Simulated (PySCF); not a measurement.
Ir(2+): ionisation energy

Ir(2+) [Xe] 4f14 5d7 (4F) → Ir(3+) [Xe] 4f14 5d6 (5D), as a difference of total energies. Computed with PySCF 2.14 in ANO-RCC-VTZP (8s7p5d3f1g, 84 functions), with scalar relativity by spin-free X2C-1e. Correlated levels: valence: [Xe] 4f14 frozen. The calculations carry no spin-orbit coupling.

| method | ionisation energy (eV) |
| --- | --- |
| UHF | 27.503 |
| MP2 (valence) | 28.744 |
| SCS-MP2 (valence) | 28.879 |
| CCSD (valence) | 28.727 |
| CCSD(T) (valence) | 28.786 |

Question: How much does correlation contribute at CCSD(T) (valence)?

Answer: 28.786 − (27.503) = 1.283 eV, measured against UHF.

A first-order spin-orbit estimate (lowest level to lowest level, LS coupling) adds 0.211 eV.

Errors of the correlated levels include the incompleteness of this basis and the frozen core.

For comparison: 28 ± 1.6 eV (theoretical estimate listed by NIST; NIST Atomic Spectra Database, ionization energies).
